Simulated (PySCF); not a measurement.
**Molecular orbitals of SnN⁻**

RHF at R = 1.916 Å; PySCF, scalar-relativistic core potentials, basis sets Sn aug-cc-pVDZ-PP with ECP28, N aug-cc-pVDZ. State: ¹Σ⁺ (singlet), closed shell. Only the outer orbitals are listed, counted within each symmetry, core potentials removing the inner ones.

```csv
orbital,occ.,ε (eV),on Sn (%),main shells (%)
5σ,2,-19.80,5,93 N s
6σ,2,-8.32,65,"62 Sn s, 27 N p"
7σ,2,-3.67,52,"47 N p, 29 Sn p, 21 Sn s"
3π,2,-2.63,33,"66 N p, 32 Sn p"
3π,2,-2.63,33,"66 N p, 32 Sn p"
4π,0,4.39,103,104 Sn p
4π,0,4.39,103,104 Sn p
8σ,0,4.45,105,98 Sn p
```

Q: Which are the highest filled and the lowest empty level, where do they sit, and how wide is the gap?

A: Highest filled 3π at -2.63 eV (in %: 66 N p, 32 Sn p); lowest empty 4π at 4.39 eV (in %: 104 Sn p); the gap at RHF is 7.02 eV. An empty level above zero is unbound, and its energy depends on the basis.

```
bond order (Mayer)                                                                                                : 2.32
⟨S²⟩                                                                                                              : 0.000
charge on Sn (Mulliken, basis-dependent)                                                                          : 0.31
charge on Sn (Löwdin, basis-dependent)                                                                            : 0.21
dipole moment (positive dipole points towards N; it is taken about the centre of mass and depends on that origin) : -6.15 D
polarisability along the bond                                                                                     : 103.6 bohr³
polarisability across the bond                                                                                    : 76.6 bohr³
```

Shares are Mulliken populations and can fall outside 0 to 100 %.

Spin–orbit coupling is left out.
